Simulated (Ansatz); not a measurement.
Reaction (ligand exchange at a P–Se bond): `P[SeH]` + `[OH][SbH2]` → `P[O][SbH2]` + H₂Se

Gas-phase electronic energies from Ansatz, PBE0-D4/def2-TZVP geometries. CBS: MP2 limit from def2 TZ/QZ plus the TZ coupled-cluster correction, frozen cores. Functionals use def2-TZVPP. Elements past krypton have def2 core potentials. For Sb, Se outer-core shells are correlated without core-valence functions, which leaves a few kJ/mol of doubt a bond. Scalar relativity is left out up to krypton. One conformer a species, not always the lowest.

```
           level  ΔE (kJ/mol)
     LDA (SPW92)         31.8
CCSD(T)/def2-SVP         18.9
```

**Question.** What does CCSD(T)/CBS give? (Estimate.)

**Answer.** Ansatz gave: +26.5 kJ/mol. The listed levels differ from it by 5.3, -7.6 kJ/mol.

Largest T1 diagnostic among the species: 0.015.

Leaving LDA and LC-ωPBE aside and taking each functional with its dispersion term where it has one, the values, not all of them listed here, spread over 18.7 kJ/mol, from CAM-B3LYP-D4 to PBE-D4. LDA lies −6.6 kJ/mol from PBE without D4. From BLYP to BHLYP (50 % exact exchange), in def2-TZVPP and without D4, ΔE moves by −6.7 kJ/mol. At CCSD(T), def2-SVP lies −7.6 kJ/mol from the extrapolated value and def2-TZVPP −2.4 kJ/mol.
